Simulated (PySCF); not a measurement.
## Bonds of Si to H, Cl, Br, O, N

CCSD(T) extrapolated to the basis-set limit (PySCF; Br2 CCSD(T)/CBS(TQ), Cl2 CCSD(T)/CBS(TQ)+CV+SR, H2 CCSD(T)/CBS(TQ)+SR, N2 CCSD(T)/CBS(TQ)+CV+SR, O2 CCSD(T)/CBS(TQ)+CV+SR, SiBr CCSD(T)/CBS(TQ), SiCl CCSD(T)/CBS(TQ)+SR, SiH CCSD(T)/CBS(TQ)+CV+SR, SiN CCSD(T)/CBS(TQ)+CV+SR, SiO CCSD(T)/CBS(TQ)+CV+SR; CV core-valence, SR scalar-relativistic term); no spin–orbit coupling. D0 is De less the harmonic zero-point energy.

| X | state of SiX | D0(SiX) (eV) | D0(X₂) (eV) |
| --- | --- | --- | --- |
| H | doublet (π ↑) | 3.07 | 4.48 |
| Cl | doublet (π ↑) | 4.41 | 2.54 |
| Br | doublet (π ↑) | 3.85 | 2.21 |
| O | singlet (closed shell) | 8.23 | 5.09 |
| N | doublet (σ ↑) | 4.59 | 9.74 |

Task: Give the energy of Si + X₂ → SiX + X at 0 K for each X.

Result: H: 4.48 − 3.07 = +1.41 eV; Cl: 2.54 − 4.41 = -1.87 eV; Br: 2.21 − 3.85 = -1.64 eV; O: 5.09 − 8.23 = -3.14 eV; N: 9.74 − 4.59 = +5.15 eV (composite CCSD(T); negative means exothermic).

Task: Does an atom of Cl displace N from SiN?

Result: SiN + Cl → SiCl + N has ΔE = 4.59 − 4.41 = +0.18 eV at composite CCSD(T), so it is uphill.

Gas-phase diatomics only hint at surface chemistry, where an atom holds several bonds.

Correlated steps freeze the inner cores (0 to 18 orbitals); shallow outer-core shells are correlated. Spin–orbit coupling is left out. Where the molecule has an RHF reference, its open-shell atoms are computed with UHF. The CCSD T1 diagnostic is raised in SiN, SiO, a sign that a single reference may not be enough there. States were picked by a PBE0 search and need not be the measured ground states.
